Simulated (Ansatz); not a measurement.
Diatomic InSe, multiplicity 2 (lowest of 2S+1 = 2, 4 at CCSD(T)/def2-TZVPP on PBE0 minima; our sources give no spin for the ground state, which may be another). No spin–orbit coupling. Se is treated without relativity.

The constants come from a fifth-degree fit in 1/R (seven points, main isotopes). In def2 and cc sets the state is the lowest found near the PBE0 minimum, followed along R.

Correlated levels freeze the inner cores; with def2 sets outer-core shells near the valence are correlated too.

Run with Ansatz (Gaussian basis) for Hartree–Fock, density functionals and correlated methods. Each number belongs to the level named beside it. In def2 rows elements past Kr take small-core potentials, without spin–orbit coupling.

Q: What bond length and harmonic frequency does r2SCAN/def2-TZVPP give?

A: r_e = 2.385 Å, ω_e = 262 cm⁻¹.

Q: What bond length and harmonic frequency does PBE0/def2-TZVPP give?

A: r_e = 2.395 Å, ω_e = 255 cm⁻¹.

Q: What bond length and harmonic frequency does CCSD(T)/def2-TZVPP give?

A: r_e = 2.397 Å, ω_e = 259 cm⁻¹.

Ansatz is an electronic-structure program.
